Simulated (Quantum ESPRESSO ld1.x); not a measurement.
All-electron atom: Ta2+ in [Xe] 4f14 5d1.5 6s1.5 (fractional occupations, a model configuration). All-electron calculation, Dirac Kohn-Sham, PBE, spin-unpolarised, spherical densities, point nucleus; open shells are shared between the two j in proportion to 2j + 1. Program: ld1.x of Quantum ESPRESSO 7.5.

Unscreened Slater integrals over Kohn-Sham orbitals (hartree). Large and small components are both included.

integral            value
F0(6s1/2,6s1/2)   0.32160
F0(6s1/2,5d5/2)   0.36722
G2(6s1/2,5d5/2)   0.10902
F0(6s1/2,5d3/2)   0.36972
G2(6s1/2,5d3/2)   0.10339
F0(6s1/2,4f7/2)   0.41990
G3(6s1/2,4f7/2)  0.014830
F0(5d5/2,5d5/2)   0.47270
F2(5d5/2,5d5/2)   0.24427
F4(5d5/2,5d5/2)   0.16045
F0(5d5/2,5d3/2)   0.47925
F2(5d5/2,5d3/2)   0.24751
G2(5d5/2,5d3/2)   0.24731
G4(5d5/2,5d3/2)   0.16249
F0(5d5/2,4f7/2)   0.61239
F2(5d5/2,4f7/2)   0.13975
F4(5d5/2,4f7/2)  0.065700
G1(5d5/2,4f7/2)  0.057011
G3(5d5/2,4f7/2)  0.048180
G5(5d5/2,4f7/2)  0.037160
F0(5d3/2,5d3/2)   0.48611
F2(5d3/2,5d3/2)   0.25121
F0(5d3/2,4f7/2)   0.62821
F2(5d3/2,4f7/2)   0.14771
G3(5d3/2,4f7/2)  0.052100
G5(5d3/2,4f7/2)  0.040062
F0(4f7/2,4f7/2)    1.4420
F2(4f7/2,4f7/2)   0.68981
F4(4f7/2,4f7/2)   0.43369
F6(4f7/2,4f7/2)   0.31227
